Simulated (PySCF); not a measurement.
Geometry:
```json
{"atom": "O1", "x (Å)": "1.821", "y (Å)": "-1.154", "z (Å)": "0.313"}
{"atom": "C2", "x (Å)": "0.663", "y (Å)": "-0.371", "z (Å)": "0.456"}
{"atom": "C3", "x (Å)": "0.854", "y (Å)": "1.038", "z (Å)": "-0.098"}
{"atom": "C4", "x (Å)": "-0.431", "y (Å)": "1.809", "z (Å)": "-0.171"}
{"atom": "C5", "x (Å)": "-1.636", "y (Å)": "1.240", "z (Å)": "-0.052"}
{"atom": "C6", "x (Å)": "-1.833", "y (Å)": "-0.234", "z (Å)": "0.141"}
{"atom": "C7", "x (Å)": "-0.565", "y (Å)": "-1.024", "z (Å)": "-0.166"}
{"atom": "H8", "x (Å)": "1.988", "y (Å)": "-1.256", "z (Å)": "-0.631"}
{"atom": "H9", "x (Å)": "0.498", "y (Å)": "-0.295", "z (Å)": "1.545"}
{"atom": "H10", "x (Å)": "1.598", "y (Å)": "1.577", "z (Å)": "0.512"}
{"atom": "H11", "x (Å)": "1.303", "y (Å)": "0.967", "z (Å)": "-1.109"}
{"atom": "H12", "x (Å)": "-0.361", "y (Å)": "2.890", "z (Å)": "-0.325"}
{"atom": "H13", "x (Å)": "-2.532", "y (Å)": "1.869", "z (Å)": "-0.095"}
{"atom": "H14", "x (Å)": "-2.667", "y (Å)": "-0.588", "z (Å)": "-0.487"}
{"atom": "H15", "x (Å)": "-2.156", "y (Å)": "-0.425", "z (Å)": "1.182"}
{"atom": "H16", "x (Å)": "-0.416", "y (Å)": "-1.071", "z (Å)": "-1.261"}
{"atom": "H17", "x (Å)": "-0.643", "y (Å)": "-2.062", "z (Å)": "0.192"}
```

[PySCF 2.14: geometry: PBE0-D3(BJ)/def2-SVP; J: B3LYP/pcJ-1 (without the spin–dipole term); GIAO PBE0/pcSseg-1 shieldings; no solvent model; a single conformation; relativity neglected]

Problem. List the cross peaks expected in HSQC, COSY and HMBC spectra.

Solution. 

HSQC (one-bond C–H):
```tsv
δH	δC	$^{1}J$(C,H) (Hz)
5.81 (H13)	135.9 (C5)	165
5.78 (H12)	133.9 (C4)	165
3.42 (H9)	68.0 (C2)	147
2.45 (H10)	39.9 (C3)	137
2.27 (H15)	29.0 (C6)	131
2.07 (H14)	29.0 (C6)	135
1.87 (H17)	35.6 (C7)	138
1.53 (H11)	39.9 (C3)	128
0.95 (H16)	35.6 (C7)	128
```

COSY cross peaks (|J| ≥ 2 Hz):
```tsv
δH	δH	abs. J (Hz)	bonds
5.81 (H13)	5.78 (H12)	11.1	3
5.81 (H13)	2.45 (H10)	2.1	4
5.81 (H13)	2.27 (H15)	2.8	3
5.81 (H13)	2.07 (H14)	6.2	3
5.81 (H13)	1.53 (H11)	4.0	4
5.78 (H12)	2.45 (H10)	6.4	3
5.78 (H12)	2.27 (H15)	4.0	4
5.78 (H12)	1.53 (H11)	2.8	3
3.42 (H9)	2.45 (H10)	6.3	3
3.42 (H9)	1.87 (H17)	3.8	3
3.42 (H9)	1.53 (H11)	10.5	3
3.42 (H9)	0.95 (H16)	12.7	3
2.45 (H10)	2.27 (H15)	3.9	5
2.45 (H10)	1.53 (H11)	20.1	2
2.27 (H15)	2.07 (H14)	20.9	2
2.27 (H15)	1.87 (H17)	6.5	3
2.27 (H15)	1.53 (H11)	7.1	5
2.27 (H15)	0.95 (H16)	13.3	3
2.07 (H14)	1.53 (H11)	3.3	5
2.07 (H14)	0.95 (H16)	6.3	3
1.87 (H17)	0.95 (H16)	13.2	2
```

HMBC (two and three bonds, |J| ≥ 2.5 Hz):
```tsv
δH	δC [abs. J in Hz]
5.81 (H13)	39.9 (C3) [9.4], 35.6 (C7) [6.4], 29.0 (C6) [5.9]
5.78 (H12)	68.0 (C2) [7.4], 39.9 (C3) [4.5], 29.0 (C6) [10.5]
2.45 (H10)	135.9 (C5) [6.2], 133.9 (C4) [6.6], 68.0 (C2) [4.4], 35.6 (C7) [6.4]
2.27 (H15)	135.9 (C5) [7.8], 133.9 (C4) [6.2], 35.6 (C7) [3.6]
2.07 (H14)	135.9 (C5) [7.2], 133.9 (C4) [7.2], 68.0 (C2) [9.2], 35.6 (C7) [3.2]
1.87 (H17)	135.9 (C5) [8.8], 68.0 (C2) [5.3], 39.9 (C3) [6.4], 29.0 (C6) [3.1]
1.53 (H11)	135.9 (C5) [6.3], 133.9 (C4) [8.1], 68.0 (C2) [6.0]
0.95 (H16)	68.0 (C2) [5.1], 39.9 (C3) [4.2], 29.0 (C6) [3.5]
```

δ = σ(ref) − σ, references computed at the same level: $^{1}$H (31.27 ppm), $^{13}$C (184.41 ppm) against TMS.

Short H···H contacts in this conformer between protons four or more bonds apart (candidates for NOE cross peaks, intensity ∝ r⁻⁶): H11···H16 2.67 Å, H9···H15 2.68 Å.

The OH or NH signal is concentration- and solvent-dependent in practice; the value given is the gas-phase one. Unscaled 3J(H,H) at this level run about 10 % above measured values. Shifts are as computed. Against solution values, carbons near 30 ppm lie about +2 ppm off and those near 130 ppm about +5 ppm. Of 1211 compounds with measured shifts, 218 miss one by over three times the rms of a fit or turn the order of signals round; such compounds aren't used in these exercises.
